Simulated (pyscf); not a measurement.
H₃C–SnH₂–NH₂, singlet

Gas-phase minimum from PySCF at ωB97X-D3(BJ)/def2-SVP, one conformer. 

SMILES: [CH3][SnH2][NH2]
```xyz
10

C     -1.2562    -1.6915    -1.2341
Sn    -0.1596    -0.7139     0.3173
N      1.6661    -0.2501    -0.4764
H     -1.4426    -0.9968    -2.0666
H     -0.6747    -2.5458    -1.6099
H     -2.2236    -2.0546    -0.8571
H      0.1651    -1.7585     1.6333
H     -1.0176     0.6696     0.8795
H      1.6265     0.4215    -1.2413
H      2.3339     0.1081     0.2041
```
Charge 0, spin multiplicity 1.

Bond lengths (Å): C1–Sn2 2.137, C1–H4 1.100, C1–H5 1.100, C1–H6 1.100, Sn2–N3 2.044, Sn2–H7 1.711, Sn2–H8 1.722, N3–H9 1.019, N3–H10 1.019. Angles (°): Sn2–C1–H4 110.3, Sn2–C1–H5 109.4, Sn2–C1–H6 110.7, H4–C1–H5 108.8, H4–C1–H6 108.6, H5–C1–H6 109.0, C1–Sn2–N3 106.3, C1–Sn2–H7 112.1, C1–Sn2–H8 110.4, N3–Sn2–H7 105.5, N3–Sn2–H8 112.9, H7–Sn2–H8 109.5, Sn2–N3–H9 114.0, Sn2–N3–H10 114.0 (the first ones only).

Properties at ωB97X-D3(BJ)/def2-SVP:

```yaml
harmonic_wavenumbers_unscaled: 72, 113, 169, 386, 496, 550, 556, 625, 635, 744, 781, 795, 856, 1244, 1447, 1448, 1557, 1919, 1965, 3081, 3191, 3197, 3566, 3658 cm⁻¹
zero_point_energy: 47.2 kcal/mol
rotational_symmetry_number: 1
Entropy of this conformer at 298 K and 1 atm, rigid rotor and harmonic oscillator, modes under 100 cm⁻¹ raised to 100: 333.0 J/(mol K)
dipole_moment: 0.93 D
```

Single-point totals, which compare only within one level (frozen core for MP2 and CC):

```csv
level,total energy (hartree)
ωB97X-D3(BJ)/def2-TZVP,-311.52946
PBE/def2-TZVP,-311.25787
r²SCAN/def2-TZVP,-311.41665
B3LYP-D3(BJ)/def2-TZVP,-311.48955
PBE0-D3(BJ)/def2-TZVP,-311.28836
M06-2X/def2-TZVP,-311.27521
ωB97M-D3(BJ)/def2-TZVP,-311.45589
HF/def2-TZVPP,-309.77042
MP2/def2-TZVPP,-310.51130
CCSD/def2-TZVPP,-310.53728
CCSD(T)/def2-TZVPP,-310.56302
```

Soft torsions are taken as harmonic, which can shift the entropy by several J/(mol K). The CCSD(T) − MP2 part came from Ansatz, without density fitting, on the same reference. The frozen core leaves the outer d or s,p core shells of the metals and heavy elements correlated in the MP2 and CC values, and def2-TZVPP describes them poorly, so these totals are far from the basis limit. Elements past Kr carry the def2 core potentials, without spin-orbit coupling.
